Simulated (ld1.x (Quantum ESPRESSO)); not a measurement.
## u(r) = r·R(r): atom against pseudo-atom (Ce)

Columns: radius, all-electron u(r) and pseudo u(r) of the 4f shell (level -18.52 eV) of cerium in the configuration [Kr] 4d10 4f1 5s2 5p6 5d1 6s0 6p0; LDA (PZ), scalar-relativistic, RRKJ scheme, ld1.x (Quantum ESPRESSO) 7.5.

```
r (bohr)  all-electron  pseudo
   0.135        0.0938  0.0226
   0.270        0.4143  0.2484
   0.405        0.7184  0.6786
   0.540        0.8941  0.9571
   0.675        0.9541  0.9832
   0.810        0.9410  0.9415
   0.945        0.8887  0.8887
   1.080        0.8186  0.8186
   1.215        0.7428  0.7428
   1.350        0.6677  0.6677
   1.485        0.5965  0.5965
   1.620        0.5309  0.5309
   1.755        0.4712  0.4712
   1.890        0.4176  0.4176
   2.025        0.3697  0.3697
   2.160        0.3271  0.3271
   2.295        0.2893  0.2893
   2.430        0.2557  0.2557
   2.565        0.2260  0.2260
   2.700        0.1997  0.1997
   2.835        0.1764  0.1764
   2.970        0.1558  0.1558
   3.105        0.1375  0.1375
   3.240        0.1214  0.1214
   3.375        0.1071  0.1071
   3.510        0.0944  0.0944
```

Problem. How many radial nodes do the two functions have?

Solution. The all-electron 4f function has n − l − 1 = 0; the pseudo-wave has 0.

Problem. At about which radius was the pseudo-wave matched?

Solution. 0.85 bohr, where the columns begin to agree (steps of 0.14 bohr).

Problem. Is the pseudo-wave norm-conserving?

Solution. Yes: the RRKJ scheme keeps the norm inside the radius equal to the all-electron one, which fixes the energy derivative of the logarithmic derivative at the level.
